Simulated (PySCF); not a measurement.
Stretching SrMg

Set-up: Sr def2-SVPD with ECP28, Mg def2-SVPD; scalar-relativistic core potentials (PySCF 2.14). Energies in eV from Sr + Mg in their ground configurations at the same level. State: ¹Σ⁺ (singlet), closed shell.

```
R (Å)   r²SCAN      PBE
3.542  -0.0851  -0.1092
3.707  -0.1394  -0.1584
3.872  -0.1647  -0.1803
3.995  -0.1706  -0.1846
4.119  -0.1690  -0.1820
4.243  -0.1621  -0.1745
4.407  -0.1478  -0.1600
4.613  -0.1259  -0.1384
4.860  -0.0985  -0.1119
5.190  -0.0664  -0.0807
```

Question: Put a parabola through the three lowest points of the r²SCAN curve and estimate Re, k and ωe (reduced mass 18.84 u; 1 eV/Å² = 0.16022 mdyn/Å; ωe = 1302.8·√(k/μ) cm⁻¹).

Answer: Through R = 3.872, 3.995, 4.119 Å the second-order coefficient is 0.246 eV/Å², so Re ≈ 4.031 Å, k ≈ 0.0790 mdyn/Å and ωe ≈ 84 cm⁻¹. A polynomial fit of higher order to the unrounded r²SCAN energies gives Re = 4.025 Å, k = 0.0727 mdyn/Å, ωe = 80.9 cm⁻¹; anharmonicity and rounding make the difference.

The higher-order fit for each curve: r²SCAN: Re = 4.025 Å, ωe = 80.9 cm⁻¹, De = 0.171 eV; PBE: Re = 4.003 Å, ωe = 80.3 cm⁻¹, De = 0.185 eV.

Closed-shell solutions of metal pairs were not tested for spin polarisation, which can lower them a little. The bond is weak. Basis-set superposition, not corrected here, can be much of De in a small basis, most of all at correlated wavefunction levels. Functionals without a dispersion term scatter widely for such bonds, and LDA overbinds them.
